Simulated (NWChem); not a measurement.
System: CH$_{3}$F$_{3}$OSi; SMILES O[Si](F)(F)CF

```xyz
9

O     -1.6063    -0.3523    -0.1481
Si     0.0163    -0.4569    -0.0184
F      0.3999    -1.4670     1.1700
F      0.6671    -1.0929    -1.3452
C      0.7161     1.2557     0.3104
F     -0.1880     2.1674    -0.2198
H     -1.9292     0.5390    -0.3257
H      1.7033     1.4128    -0.1549
H      0.8218     1.4431     1.3928
```
Atoms are numbered in this order, from 1.

Level: PBE0/def2-SVP (NWChem), optimised geometry, unscaled harmonic frequencies. 

| frequency (cm⁻¹) | IR intensity (km/mol) |
|---|---|
| 34 | 3.6 |
| 144 | 12.5 |
| 188 | 11.2 |
| 268 | 3.7 |
| 284 | 77.3 |
| 332 | 9.3 |
| 347 | 63.4 |
| 403 | 59.3 |
| 687 | 0.7 |
| 767 | 6.9 |
| 807 | 156.3 |
| 885 | 236.8 |
| 982 | 189.0 |
| 1021 | 129.8 |
| 1083 | 100.5 |
| 1238 | 6.9 |
| 1316 | 6.1 |
| 1452 | 7.9 |
| 3071 | 7.7 |
| 3138 | 6.1 |
| 3903 | 136.1 |

- zero-point energy: 31.9 kcal/mol
- thermal correction to the enthalpy at 298.15 K (with zero-point energy): 37.1 kcal/mol
- heat capacity Cv: 24.0 cal/(mol K)
- entropy at 298.15 K and 1 atm (symmetry number 1): 85.9 cal/(mol K)
- dipole moment: 2.23 D

Rigid rotor and harmonic oscillator; modes under 100 cm⁻¹ make the entropy uncertain.
